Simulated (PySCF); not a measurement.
## Substituent chemical shifts

Parent skeleton `[CH3:1][SiH:2]([CH3:3])[SiH2:4][PH2:5]`; one hydrogen on atom 4 is replaced by X. Hydrogens on one atom are averaged.

- structure optimised with GFN2-xTB
- PBE0/pcSseg-1 with gauge-including orbitals
- program: PySCF
- no relativistic terms, single conformer, no solvent, equivalent nuclei averaged

Shifts are taken against calculated references (same method and geometry level): ¹³C (σ = 186.93 ppm), ²⁹Si (σ = 349.16 ppm), ¹H (σ = 31.72 ppm) vs TMS; ³¹P (σ = 318.38 ppm) against H3PO4.

Parent (X = H): C1 -3.2, Si2 -36.9, C3 -3.2, Si4 -91.8, P5 -303.3, H(C1) 0.21, H(Si2) 4.25, H(C3) 0.21, H(Si4) 3.78 ppm. Effects are Δδ = δ(X) − δ(H), positive for deshielding.

Known members:
```tsv
X	C1	Si2	C3	Si4	P5	H(C1)	H(Si2)	H(C3)	H(Si4)
CHO	-1.3	+1.7	+1.4	+27.9	-11.4	-0.08	+0.04	+0.14	+0.64
```

Four more derivatives gave (Δδ, ppm):
```json
{"compound": "1", "C1": "-1.4", "Si2": "-5.2", "C3": "-0.7", "Si4": "+38.4", "P5": "-9.0", "H(C1)": "-0.03", "H(Si2)": "+0.02", "H(C3)": "+0.08", "H(Si4)": "+0.41"}
{"compound": "2", "C1": "-0.9", "Si2": "-5.9", "C3": "-2.5", "Si4": "+15.6", "P5": "+27.8", "H(C1)": "+0.05", "H(Si2)": "+0.04", "H(C3)": "+0.02", "H(Si4)": "+0.77"}
{"compound": "3", "C1": "-2.6", "Si2": "-3.1", "C3": "-1.0", "Si4": "+95.6", "P5": "+11.3", "H(C1)": "-0.01", "H(Si2)": "-0.10", "H(C3)": "+0.24", "H(Si4)": "+1.66"}
{"compound": "4", "C1": "-0.7", "Si2": "-1.1", "C3": "-1.5", "Si4": "+38.2", "P5": "+6.6", "H(C1)": "-0.05", "H(Si2)": "+0.01", "H(C3)": "-0.04", "H(Si4)": "+0.43"}
```

Their substituents are CH2OCH3, CH3, OCOCH3, propynyl. Which is which?

Results:

1: X = CH2OCH3 (COC[Si@@H](P)[SiH](C)C); 2: X = propynyl (CC#C[Si@H](P)[SiH](C)C); 3: X = OCOCH3 (CC(=O)O[Si@@H](P)[SiH](C)C); 4: X = CH3 (C[SiH](C)[Si@H](C)P).

Experimental scales use liquid or dissolved standards, which lie at an offset from isolated H3PO4.
